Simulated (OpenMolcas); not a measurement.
## Ionisation energies of carbon

| Quantity | Value |
| --- | --- |
| Program | OpenMolcas 26.06 |
| Basis | ANO-RCC-VTZP [4s3p2d1f] |
| Scalar Hamiltonian | DKH2, point nucleus |
| Spin-orbit coupling | RASSI with atomic mean-field integrals over the reference wave functions, term energies averaged over their components |

Active shells in each charge state: the valence s, p shells, with orbitals averaged over the low states. Where CASPT2's correlated closed shells are named, they are those of the first ion.

A. CASSCF
B. SS-CASPT2, IPEA 0.25 Eh, imaginary shift 0.1 Eh (closed shells correlated: 1s)
C. SS-CASPT2, IPEA 0.25 Eh, imaginary shift 0.1 Eh (closed shells correlated: none)
D. SS-CASPT2, IPEA 0 Eh, imaginary shift 0.1 Eh (closed shells correlated: 1s)

Energies in eV between the lowest computed levels, named as in B; reference values from the NIST Atomic Spectra Database with their kind.

| From | To | A | B | C | D | Spin-orbit share in B | Reference |
| --- | --- | --- | --- | --- | --- | --- | --- |
| C 2s² 2p² ³P₀ | C+ 2s² 2p ²P°_1/2 | 10.140 | 11.014 | 10.989 | 11.114 | -0.001 | 11.260 (measured) |
| C+ 2s² 2p ²P°_1/2 | C2+ 2s² ¹S₀ | 23.223 | 24.094 | 24.057 | 24.177 | +0.005 | 24.383 (measured) |
| C2+ 2s² ¹S₀ | C3+ 2s ²S_1/2 | 47.753 | 47.797 | 47.807 | 47.798 | +0.000 | 47.888 (measured) |
| C3+ 2s ²S_1/2 | C4+ 1s² ¹S₀ | 64.364 | 64.395 | 64.364 | 64.395 | +0.000 | 64.494 (measured) |

Steps that some method lacks are left out, and so are those with a state whose active s or d shell is doubly occupied in every root (s and p with five to eight electrons, d10) over a frozen core shell of the same l, since the two then mix freely.

Error against the reference values, in %:

```
From  Reference     A     B     C     D
   C   measured  -9.9  -2.2  -2.4  -1.3
  C+   measured  -4.8  -1.2  -1.3  -0.8
 C2+   measured  -0.3  -0.2  -0.2  -0.2
 C3+   measured  -0.2  -0.2  -0.2  -0.2
```

Mean absolute error over the 4 measured values: A 0.64 eV, B 0.18 eV, C 0.20 eV, D 0.14 eV. D lies closest.

° marks odd parity.
